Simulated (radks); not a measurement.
Species: the lanthanum ion La29+. Configuration: [Ar] 3d10.

All-electron calculation, scalar-relativistic Kohn-Sham, BLYP, spin-polarised, spherical densities, finite nucleus; Fermi nuclear charge, rms radius 4.855 fm. Program: a radial shooting solver on a logarithmic mesh with Libxc functionals.

Energy parts (Ry):
| part | energy |
|---|---|
| total | -16115.3163 |
| kinetic | 17085.9545 |
| electron-nucleus | -36765.4791 |
| Hartree | 3903.8286 |
| exchange-correlation | -339.6203 |

Orbitals (lengths in bohr, moments of r in powers of bohr; <r^-3> diverges for s and p1/2; r(90%) holds 90 % of the orbital's charge):
| orbital | occ. | eigenvalue (Ry) | <r^-3> | <r> | r(90%) | <r^2> |
|---|---|---|---|---|---|---|
| 1s | 2 | -2923.854 | - | 0.02506 | 0.0452 | 0.0008534 |
| 2s | 2 | -526.7183 | - | 0.1072 | 0.166 | 0.01355 |
| 2p | 6 | -480.0854 | 7529 | 0.09397 | 0.153 | 0.01077 |
| 3s | 2 | -165.5993 | - | 0.2801 | 0.410 | 0.08947 |
| 3p | 6 | -150.6534 | 1560 | 0.2767 | 0.413 | 0.08853 |
| 3d | 10 | -129.6837 | 217.3 | 0.2515 | 0.391 | 0.07408 |

The highest occupied level is 3d at -1764.4 eV. Summed over all electrons, <r^2> = 1.544 bohr^2, which gives a Langevin (diamagnetic) susceptibility term of -1.22 x 10^-6 cm^3/mol. The density falls to 0.001 e/bohr^3 at r = 0.90 bohr.
